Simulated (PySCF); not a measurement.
Job for PySCF: R-MP2/6-31G* on SO2 (SMILES O=S=O) with ghost functions, monomers drawn apart or pushed together.

```python
from pyscf import gto, scf, dft, mp
from pyscf.data.elements import chemcore

mol = gto.M(
    atom='''
    O    -0.30311129    0.70171159    1.83163315
    S    -0.16145854   -0.53138462    2.57397313
    O    -0.50220914   -0.51592464    3.96671382
    ghost-F    0.35084368    0.50696988   -0.65679428
    ghost-H    0.08404084    0.72411377    0.21057448
    ''',
    basis='6-31g*',
    cart=True,
    charge=0, spin=0, verbose=3, max_memory=1800)
mf = scf.RHF(mol)
mf.conv_tol = 1e-8
mf.max_cycle = 100
mf.kernel()
if not mf.converged:
    mf = mf.newton().run(mf.mo_coeff, mf.mo_occ)
pt = mp.MP2(mf, frozen=chemcore(mol)).run()
```

It printed:

```
converged SCF energy = -547.167570537775
E(RMP2) = -547.680668974761  E_corr = -0.513098436986769
E(SCS-RMP2) = -547.657743272727  E_corr = -0.490172734952552
```

Self-consistency was reached.

Cost: about 0.8 core-seconds (a rough figure).
